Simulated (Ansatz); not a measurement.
`[Cl][SnH]([Br])[Br]` and `[Br][SnH]([Br])[Br]` differ in one atom or group.

Ansatz, PBE0-D4/def2-TZVP geometries, multiplicity 1. 

Elements past krypton have def2 core potentials. Scalar relativity is left out up to krypton. Spin–orbit coupling is left out; it splits and shifts lone-pair levels of the heavy atoms by tenths of an eV.

```json
{"property": "size of the dipole moment (PBE/def2-TZVPP) / D", "`[Cl][SnH]([Br])[Br]`": "1.65"}
{"property": "HOMO–LUMO gap (B3LYP/def2-TZVPP) / eV", "`[Cl][SnH]([Br])[Br]`": "5.71"}
{"property": "HOMO energy (PBE0/def2-TZVPP) / eV", "`[Cl][SnH]([Br])[Br]`": "-8.79"}
{"property": "HOMO energy (PBE/def2-TZVPP) / eV", "`[Cl][SnH]([Br])[Br]`": "-7.49"}
{"property": "LUMO energy (PBE0/def2-TZVPP) / eV", "`[Cl][SnH]([Br])[Br]`": "-2.50"}
{"property": "ideal-gas entropy at 298 K and 1 bar (rigid rotor, harmonic PBE0-D4/def2-TZVP) / J/(mol·K)", "`[Cl][SnH]([Br])[Br]`": "378"}
```

(1) Give the same properties after the change, and the shifts. (Best estimate.)

Answers

(1) The calculation gave: 
```tsv
property	`[Br][SnH]([Br])[Br]`	shift
size of the dipole moment (PBE/def2-TZVPP) / D	1.48	-0.17
HOMO–LUMO gap (B3LYP/def2-TZVPP) / eV	5.51	-0.20
HOMO energy (PBE0/def2-TZVPP) / eV	-8.68	0.11
HOMO energy (PBE/def2-TZVPP) / eV	-7.39	0.10
LUMO energy (PBE0/def2-TZVPP) / eV	-2.60	-0.10
ideal-gas entropy at 298 K and 1 bar (rigid rotor, harmonic PBE0-D4/def2-TZVP) / J/(mol·K)	380	2
```

With PBE0 the HOMO rises by 0.11 eV and the LUMO falls by 0.10 eV, so the gap narrows by about 0.21 eV. PBE moves the HOMO by 0.10 eV and ωB97M-V by 0.10 eV. Dipoles are sizes alone; their direction can turn.

B3LYP here is the variant with VWN-RPA as its local correlation; programs differ in this.
